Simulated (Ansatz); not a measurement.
BrH2In (SMILES [Br][InH2]) moved off its minimum; all values from Ansatz (a first-principles code), cores frozen in correlated methods. Elements past Kr take the def2 small-core potentials, without spin–orbit coupling.
(charge 0, multiplicity 1)
```xyz
4

In    -0.53239    -0.74759     0.14379
H      0.31652    -1.92055     1.38845
H     -2.02742    -0.88127    -0.91360
Br     0.82167     1.27989    -0.14131
```

Forces at MP2/def2-TZVPPD (eV/Å):

```csv
atom,Fx,Fy,Fz
In1,-0.303,-1.490,0.423
H2,-0.886,0.937,-1.080
H3,0.928,0.036,0.748
Br4,0.260,0.518,-0.091
```

Problem. Give the forces (eV/Å), the total energy and the dipole at CCSD(T)/def2-TZVPPD.

Solution. 
```
atom      Fx      Fy      Fz
----  ------  ------  ------
In1   -0.291  -1.426   0.415
H2    -0.795   0.822  -0.954
H3     0.782   0.026   0.640
Br4    0.303   0.579  -0.100
```
Energy -2763.0983 hartree, dipole 2.24 D.
